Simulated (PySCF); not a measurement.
CH₂O, triplet, at a GFN2-xTB geometry (a higher spin typed on purpose: for a closed-shell molecule this is an excited state); M062X/pcseg-1 (PySCF).

Here is a job for PySCF.
```python
from pyscf import gto, scf, dft

mol = gto.Mole()
mol.atom = '''
    C    -0.531391    0.098751    0.203776
    O     0.675825   -0.130935   -0.133377
    H    -1.284814   -0.641711   -0.114743
    H    -0.933441    1.096687   -0.040897
'''
mol.basis = 'pcseg-1'
mol.charge = 0
mol.spin = 2
mol.verbose = 4
mol.symmetry = True
mol.build()

mf = dft.UKS(mol)
mf.xc = 'm062x'
mf.irrep_nelec = {"A'": (8, 6), 'A"': (1, 1)}
mf.kernel()
mf.analyze()
```

It wrote (shortened):

```
PySCF version 2.14.0

[INPUT] verbose = 4
[INPUT] num. atoms = 4
[INPUT] num. electrons = 16
[INPUT] charge = 0
[INPUT] spin (= nelec alpha-beta = 2S) = 2
[INPUT] symmetry True subgroup None
[INPUT] Mole.unit = angstrom
[INPUT] Symbol           X                Y                Z      unit          X                Y                Z       unit  Magmom
[INPUT]  1 C     -0.531391000000   0.098751000000   0.203776000000 AA   -1.004183455059   0.186612344527   0.385080830759 Bohr   0.0
[INPUT]  2 O      0.675825000000  -0.130935000000  -0.133377000000 AA    1.277124158134  -0.247431290120  -0.252046001316 Bohr   0.0
[INPUT]  3 H     -1.284814000000  -0.641711000000  -0.114743000000 AA   -2.427946581007  -1.212658041121  -0.216832844711 Bohr   0.0
[INPUT]  4 H     -0.933441000000   1.096687000000  -0.040897000000 AA   -1.763947843440   2.072438074371  -0.077284129316 Bohr   0.0

nuclear repulsion = 30.1653361296787
point group symmetry = Cs
symmetry origin: [-1.18107883e-07  2.36215766e-07 -2.60208521e-18]
symmetry axis x: [ 0.96992798 -0.18956131 -0.15266374]
symmetry axis y: [ 0.14162214 -0.07056943  0.98740221]
symmetry axis z: [-0.19794665 -0.9793296  -0.04160118]
num. orbitals of irrep A' = 25
num. orbitals of irrep A" = 13
number of shells = 10
number of NR pGTOs = 64
number of NR cGTOs = 38
basis = pcseg-1
ecp = {}

******** <class 'pyscf.dft.uks_symm.SymAdaptedUKS'> ********
method = SymAdaptedUKS
initial guess = minao
damping factor = 0
level_shift factor = 0
DIIS = <class 'pyscf.scf.diis.CDIIS'>
diis_start_cycle = 1
diis_space = 8
diis_damp = 0
SCF conv_tol = 1e-09
SCF conv_tol_grad = None
SCF max_cycles = 50
direct_scf = True
direct_scf_tol = 1e-13
number electrons alpha = 9  beta = 7
irrep_nelec {"A'": (8, 6), 'A"': (1, 1)}
XC library pyscf.dft.libxc version 7.1.2
    S. Lehtola, C. Steigemann, M. J. T. Oliveira, and M. A. L. Marques,  SoftwareX 7, 1–5 (2018)
XC functionals = m062x
    Y. Zhao and D. G. Truhlar,  Theor. Chem. Acc. 120, 215 (2008)
    Y. Zhao and D. G. Truhlar,  Theor. Chem. Acc. 120, 215 (2008)
radial grids:
    Treutler-Ahlrichs [JCP 102, 346 (1995); DOI:10.1063/1.469408] (M4) radial grids

becke partition: Becke, JCP 88, 2547 (1988); DOI:10.1063/1.454033
pruning grids: <function nwchem_prune>
grids dens level: 3
symmetrized grids: True
atomic radii adjust function: <function treutler_atomic_radii_adjust>
small_rho_cutoff = 0
Freeze 16 electrons in irreps ["A'", 'A"']
    0 free electrons in irreps
Set gradient conv threshold to 3.16228e-05
tot grids = 47816
init E= -114.425296173098

cycle= 1 E= -113.915619640607  delta_E= 0.51  |g|= 0.209  |ddm|= 6.27

cycle= 2 E= -113.91783350382  delta_E= -0.00221  |g|= 0.253  |ddm|= 1.11

cycle= 3 E= -113.942464655434  delta_E= -0.0246  |g|= 0.0976  |ddm|= 0.429

cycle= 4 E= -113.946628428179  delta_E= -0.00416  |g|= 0.0266  |ddm|= 0.0841

cycle= 5 E= -113.947382714446  delta_E= -0.000754  |g|= 0.00835  |ddm|= 0.0766

cycle= 6 E= -113.94768786636  delta_E= -0.000305  |g|= 0.00553  |ddm|= 0.0462

cycle= 7 E= -113.947917352772  delta_E= -0.000229  |g|= 0.00444  |ddm|= 0.044

cycle= 8 E= -113.948117297668  delta_E= -0.0002  |g|= 0.00361  |ddm|= 0.0309

cycle= 9 E= -113.948435007027  delta_E= -0.000318  |g|= 0.00212  |ddm|= 0.0674

cycle= 10 E= -113.948478340145  delta_E= -4.33e-05  |g|= 0.000636  |ddm|= 0.0263

cycle= 11 E= -113.948479137841  delta_E= -7.98e-07  |g|= 0.000374  |ddm|= 0.00691

cycle= 12 E= -113.948479317317  delta_E= -1.79e-07  |g|= 9.61e-05  |ddm|= 0.00172

cycle= 13 E= -113.948479337236  delta_E= -1.99e-08  |g|= 2.71e-05  |ddm|= 0.00176

cycle= 14 E= -113.948479342315  delta_E= -5.08e-09  |g|= 1.19e-05  |ddm|= 0.00119

cycle= 15 E= -113.948479343276  delta_E= -9.61e-10  |g|= 3.92e-06  |ddm|= 0.000682

Extra cycle  E= -113.948479343286  delta_E= -1.06e-11  |g|= 4.83e-06  |ddm|= 4.57e-05
converged SCF energy = -113.948479343286  <S^2> = 2.0952648  2S+1 = 3.0628515
**** SCF Summaries ****
Total Energy =                        -113.948479343286493
Nuclear Repulsion Energy =              30.165336129678707
One-electron Energy =                 -212.902371819728984
Two-electron Energy =                   68.788556346763798
Two-electron Coulomb Energy =           83.180765033911939
DFT Exchange-Correlation Energy =      -14.392208687148139
Wave-function symmetry = A'
alpha occupancy for each irrep:     A'   A"
                                     8    1
beta  occupancy for each irrep:     A'   A"
                                     6    1
**** MO energy ****
alpha MO #1 (A' #1), energy= -19.8661562453504 occ= 1
alpha MO #2 (A' #2), energy= -10.686430324098 occ= 1
alpha MO #3 (A' #3), energy= -1.31777160200593 occ= 1
alpha MO #4 (A' #4), energy= -0.853228378420891 occ= 1
alpha MO #5 (A' #5), energy= -0.674737576730621 occ= 1
alpha MO #6 (A" #1), energy= -0.64592281809795 occ= 1
alpha MO #7 (A' #6), energy= -0.626178690242726 occ= 1
alpha MO #8 (A' #7), energy= -0.348860222018716 occ= 1
alpha MO #9 (A' #8), energy= -0.078816988187921 occ= 1
alpha MO #10 (A" #2), energy= -0.274692604125047 occ= 0
alpha MO #11 (A" #3), energy= 0.0808262041869159 occ= 0
alpha MO #12 (A' #9), energy= 0.130221026847474 occ= 0
alpha MO #13 (A' #10), energy= 0.373807604022183 occ= 0
alpha MO #14 (A" #4), energy= 0.398311378431286 occ= 0
alpha MO #15 (A' #11), energy= 0.485810277852584 occ= 0
alpha MO #16 (A' #12), energy= 0.505192573140096 occ= 0
alpha MO #17 (A" #5), energy= 0.536034074696691 occ= 0
alpha MO #18 (A' #13), energy= 0.685309735325415 occ= 0
alpha MO #19 (A' #14), energy= 0.749963681617085 occ= 0
alpha MO #20 (A' #15), energy= 0.830559327191666 occ= 0
alpha MO #21 (A" #6), energy= 0.859683827185771 occ= 0
alpha MO #22 (A" #7), energy= 1.30160634940444 occ= 0
alpha MO #23 (A' #16), energy= 1.34241353339768 occ= 0
alpha MO #24 (A' #17), energy= 1.50566627542107 occ= 0
alpha MO #25 (A' #18), energy= 1.69368569105039 occ= 0
alpha MO #26 (A" #8), energy= 1.73693544167289 occ= 0
alpha MO #27 (A' #19), energy= 1.80011814296863 occ= 0
alpha MO #28 (A" #9), energy= 1.8286740832678 occ= 0
alpha MO #29 (A" #10), energy= 2.01547786301059 occ= 0
alpha MO #30 (A' #20), energy= 2.07360490245408 occ= 0
alpha MO #31 (A" #11), energy= 2.21595362985944 occ= 0
alpha MO #32 (A' #21), energy= 2.30619358008786 occ= 0
alpha MO #33 (A' #22), energy= 2.37922746724759 occ= 0
alpha MO #34 (A" #12), energy= 2.68149024664442 occ= 0
alpha MO #35 (A' #23), energy= 2.73386672309926 occ= 0
alpha MO #36 (A' #24), energy= 2.90918186724474 occ= 0
alpha MO #37 (A' #25), energy= 2.98454756977837 occ= 0
alpha MO #38 (A" #13), energy= 3.11965428620978 occ= 0
beta  MO #1 (A' #1), energy= -19.8645645251757 occ= 1
beta  MO #2 (A' #2), energy= -10.6685356696883 occ= 1
beta  MO #3 (A' #3), energy= -1.31927245623154 occ= 1
beta  MO #4 (A' #4), energy= -0.796351591035213 occ= 1
beta  MO #5 (A' #5), energy= -0.650851411101879 occ= 1
beta  MO #6 (A" #1), energy= -0.63495695150834 occ= 1
beta  MO #7 (A' #6), energy= -0.578788780311556 occ= 1
beta  MO #8 (A" #2), energy= -0.289962315533658 occ= 0
beta  MO #9 (A' #7), energy= -0.0771104834447529 occ= 0
beta  MO #10 (A' #8), energy= 0.0515303686329576 occ= 0
beta  MO #11 (A" #3), energy= 0.124947503343266 occ= 0
beta  MO #12 (A' #9), energy= 0.126099610773178 occ= 0
beta  MO #13 (A" #4), energy= 0.386857895620174 occ= 0
beta  MO #14 (A' #10), energy= 0.40446775780483 occ= 0
beta  MO #15 (A' #11), energy= 0.518256828307404 occ= 0
beta  MO #16 (A' #12), energy= 0.550998102705857 occ= 0
beta  MO #17 (A" #5), energy= 0.587379725441414 occ= 0
beta  MO #18 (A' #13), energy= 0.716261294024845 occ= 0
beta  MO #19 (A' #14), energy= 0.758692699369707 occ= 0
beta  MO #20 (A" #6), energy= 0.839957233215139 occ= 0
beta  MO #21 (A' #15), energy= 0.844090990490507 occ= 0
beta  MO #22 (A" #7), energy= 1.35564520059975 occ= 0
beta  MO #23 (A' #16), energy= 1.3952150584696 occ= 0
beta  MO #24 (A' #17), energy= 1.49954763361057 occ= 0
beta  MO #25 (A' #18), energy= 1.75472579738881 occ= 0
beta  MO #26 (A" #8), energy= 1.77772375722515 occ= 0
beta  MO #27 (A' #19), energy= 1.83595560367385 occ= 0
beta  MO #28 (A" #9), energy= 1.86012769056688 occ= 0
beta  MO #29 (A" #10), energy= 2.02388733975722 occ= 0
beta  MO #30 (A' #20), energy= 2.06764215744114 occ= 0
beta  MO #31 (A" #11), energy= 2.23953241273925 occ= 0
beta  MO #32 (A' #21), energy= 2.34133827642032 occ= 0
beta  MO #33 (A' #22), energy= 2.40902603242989 occ= 0
beta  MO #34 (A" #12), energy= 2.7060430756084 occ= 0
beta  MO #35 (A' #23), energy= 2.76085670980878 occ= 0
beta  MO #36 (A' #24), energy= 2.9802575153161 occ= 0
beta  MO #37 (A' #25), energy= 2.99244367759902 occ= 0
beta  MO #38 (A" #13), energy= 3.1989172386609 occ= 0
 ** Mulliken pop alpha/beta on meta-lowdin orthogonal AOs **
 ** Mulliken pop       alpha | beta **
pop of  0 C 1s        0.99997 | 0.99997
pop of  0 C 2s        0.68582 | 0.48394
pop of  0 C 3s        0.00737 | 0.00431
pop of  0 C 2px       0.47348 | 0.38919
pop of  0 C 2py       0.51473 | 0.35109
pop of  0 C 2pz       0.92603 | 0.15298
pop of  0 C 3px       0.01514 | 0.00993
pop of  0 C 3py       0.00413 | 0.00207
pop of  0 C 3pz       0.00703 | 0.00087
pop of  0 C 3dxy      0.00023 | 0.00041
pop of  0 C 3dyz      0.00069 | 0.00070
pop of  0 C 3dz^2     0.00163 | 0.00146
pop of  0 C 3dxz      0.00225 | 0.00176
pop of  0 C 3dx2-y2    0.00138 | 0.00133
pop of  1 O 1s        0.99999 | 0.99999
pop of  1 O 2s        0.87597 | 0.87532
pop of  1 O 3s        0.00250 | 0.00203
pop of  1 O 2px       0.75172 | 0.77789
pop of  1 O 2py       0.25253 | 0.52905
pop of  1 O 2pz       0.97405 | 0.84129
pop of  1 O 3px       0.00145 | 0.00149
pop of  1 O 3py       0.00053 | 0.00038
pop of  1 O 3pz       0.00255 | 0.00036
pop of  1 O 3dxy      0.00093 | 0.00126
pop of  1 O 3dyz      0.00008 | 0.00012
pop of  1 O 3dz^2     0.00073 | 0.00081
pop of  1 O 3dxz      0.00128 | 0.00158
pop of  1 O 3dx2-y2    0.00205 | 0.00193
pop of  2 H 1s        0.51194 | 0.27568
pop of  2 H 2s        0.23267 | 0.00672
pop of  2 H 2px       0.00053 | 0.00047
pop of  2 H 2py       0.00122 | 0.00028
pop of  2 H 2pz       0.00052 | 0.00010
pop of  3 H 1s        0.51194 | 0.27568
pop of  3 H 2s        0.23267 | 0.00672
pop of  3 H 2px       0.00032 | 0.00021
pop of  3 H 2py       0.00144 | 0.00057
pop of  3 H 2pz       0.00052 | 0.00007
In total             9.00000 | 7.00000
 ** Mulliken atomic charges   ( Nelec_alpha | Nelec_beta ) **
charge of  0C =     -0.03989  (     3.63987      2.40002 )
charge of  1O =      0.10015  (     3.86636      4.03349 )
charge of  2H =     -0.03013  (     0.74689      0.28324 )
charge of  3H =     -0.03013  (     0.74689      0.28324 )
Dipole moment(X, Y, Z, Debye):  1.66728, -0.34666,  0.22738
```
